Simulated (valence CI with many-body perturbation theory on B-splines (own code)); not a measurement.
## Mo²⁰⁺: M1 decay

Computed by relativistic CI+MBPT: four valence electrons over a frozen Dirac-Fock core [Ar], radial functions for each j: 7 s, 7 p, 8 d, 6 f, 4 g, 1 h, with the one-electron correlation potential Σ1 (screened to all orders), the two-electron term Σ2, the three-electron term Σ3, Breit, model QED; selected single and double excitations, second order for the rest, scaled by the run's own slope (own B-spline code, finite nucleus).

No measured levels were compared; by estimate terms of the open shell hold to 2 to 4 % of their energy, and close levels can change places. Only levels of the ground parity were solved; by the run's estimate the other parity begins above the list, which can be wrong where configurations are misplaced.

Lines 1 to 50 of 120 in falling wavelength, among levels below 405900 cm⁻¹, chosen from the decays that carry over 1 % of a level's rate. Wavelengths and rates use the calculated energies, so an error of 2000 cm⁻¹ moves a line at 6623 Å by 13 % and its rate by three times that or more. Weak lines are less certain than strong ones. Lines between different terms over intervals too small for the method are left out, as are lines whose strength nearly cancels. Branching is blank where the lifetime is uncertain.

Names give the largest LS component (configuration and term), which can be under half, so a name can repeat, a term be missing and a line seem to break the LS rules; names also repeat where a configuration has a term twice. Letters in brackets count levels of one name in rising energy.

```tsv
λ vac (Å)	Upper	Lower	Type	A (s⁻¹)	Branch %
13400	3d⁴ ³H_6	3d⁴ ³H_5	M1	6.17e+00	99.9
12370	3d⁴ ⁵D_4	3d⁴ ⁵D_3	M1	1.32e+01	100.0
10420	3d⁴ ⁵D_3	3d⁴ ⁵D_2	M1	3.84e+01	100.0
9816	3d⁴ ⁵D_1	3d⁴ ⁵D_0	M1	4.84e+01	100.0
9411	3d⁴ ⁵D_2	3d⁴ ⁵D_1	M1	6.19e+01	100.0
6623	3d⁴ ³D_3	3d⁴ ³P_2 [a]	M1	1.55e+01	1.0
6395	3d⁴ ³G_3	3d⁴ ³H_4	M1	2.98e+01	3.3
6227	3d⁴ ³G_5	3d⁴ ³G_4	M1	2.25e+01	3.7
6107	3d⁴ ³H_5	3d⁴ ³H_4	M1	8.35e+01	67.5
6082	3d⁴ ³F_4 [a]	3d⁴ ³G_3	M1	6.87e+01	5.8
5022	3d⁴ ³P_2 [a]	3d⁴ ³F_2 [a]	M1	9.67e+00	1.5
4383	3d⁴ ³D_2	3d⁴ ³P_2 [a]	M1	4.31e+01	2.0
4357	3d⁴ ³P_2 [a]	3d⁴ ³P_1 [a]	M1	1.53e+02	23.7
4273	3d⁴ ³G_4	3d⁴ ³H_5	M1	6.03e+01	8.4
4209	3d⁴ ³G_5	3d⁴ ³F_4 [a]	M1	1.68e+02	27.4
4142	3d⁴ ³G_4	3d⁴ ³G_3	M1	1.82e+01	2.5
4026	3d⁴ ³P_1 [a]	3d⁴ ³P_0 [a]	M1	2.59e+02	11.3
3817	3d⁴ ³F_3 [a]	3d⁴ ³F_2 [a]	M1	2.07e+02	19.8
3652	3d⁴ ³F_4 [b]	3d⁴ ¹F_3	M1	4.27e+01	
3462	3d⁴ ³D_1	3d⁴ ³P_2 [a]	M1	1.66e+02	7.0
3451	3d⁴ ¹G_4 [a]	3d⁴ ³G_5	M1	1.18e+02	5.9
3391	3d⁴ ¹D_2 [a]	3d⁴ ³D_1	M1	1.24e+02	5.3
3362	3d⁴ ³P_2 [b]	3d⁴ ¹D_2 [a]	M1	1.06e+02	6.3
3348	3d⁴ ³F_3 [a]	3d⁴ ³G_3	M1	1.76e+02	16.9
3125	3d⁴ ³G_5	3d⁴ ³H_6	M1	1.46e+02	23.8
3117	3d⁴ ³F_4 [a]	3d⁴ ³H_4	M1	4.57e+02	38.9
2863	3d⁴ ³F_2 [b]	3d⁴ ¹F_3	M1	1.66e+02	6.1
2856	3d⁴ ³D_3	3d⁴ ³F_2 [a]	M1	9.85e+01	6.5
2813	3d⁴ ¹D_2 [a]	3d⁴ ³D_2	M1	1.01e+02	4.3
2585	3d⁴ ³D_3	3d⁴ ³G_3	M1	1.88e+02	12.4
2544	3d⁴ ¹G_4 [a]	3d⁴ ³F_3 [a]	M1	4.13e+02	20.7
2534	3d⁴ ³G_5	3d⁴ ³H_5	M1	2.24e+02	36.5
2514	3d⁴ ³G_4	3d⁴ ³H_4	M1	1.16e+02	16.2
2490	3d⁴ ³H_4	3d⁴ ⁵D_4	M1	2.84e+02	78.9
2340	3d⁴ ³D_2	3d⁴ ³F_2 [a]	M1	1.93e+02	9.0
2325	3d⁴ ¹I_6	3d⁴ ³H_6	M1	3.62e+02	47.3
2311	3d⁴ ¹D_2 [a]	3d⁴ ³D_3	M1	4.80e+02	20.4
2245	3d⁴ ³F_2 [b]	3d⁴ ¹D_2 [a]	M1	1.36e+02	5.0
2221	3d⁴ ¹G_4 [a]	3d⁴ ³G_4	M1	3.52e+02	17.6
2214	3d⁴ ¹F_3	3d⁴ ³D_2	M1	8.96e+01	
2185	3d⁴ ³D_2	3d⁴ ³P_1 [a]	M1	1.36e+02	6.3
2155	3d⁴ ³D_2	3d⁴ ³G_3	M1	4.67e+01	2.2
2083	3d⁴ ³F_3 [b]	3d⁴ ¹D_2 [a]	M1	2.25e+02	
2073	3d⁴ ³H_4	3d⁴ ⁵D_3	M1	7.58e+01	21.1
2049	3d⁴ ³D_1	3d⁴ ³F_2 [a]	M1	2.55e+02	10.7
2009	3d⁴ ³F_4 [b]	3d⁴ ¹G_4 [a]	M1	8.64e+01	
1981	3d⁴ ¹I_6	3d⁴ ³H_5	M1	4.02e+02	52.6
1929	3d⁴ ³D_1	3d⁴ ³P_1 [a]	M1	4.85e+02	20.3
1896	3d⁴ ¹G_4 [a]	3d⁴ ³F_4 [a]	M1	7.69e+02	38.5
1891	3d⁴ ¹F_3	3d⁴ ³D_3	M1	6.10e+02
```
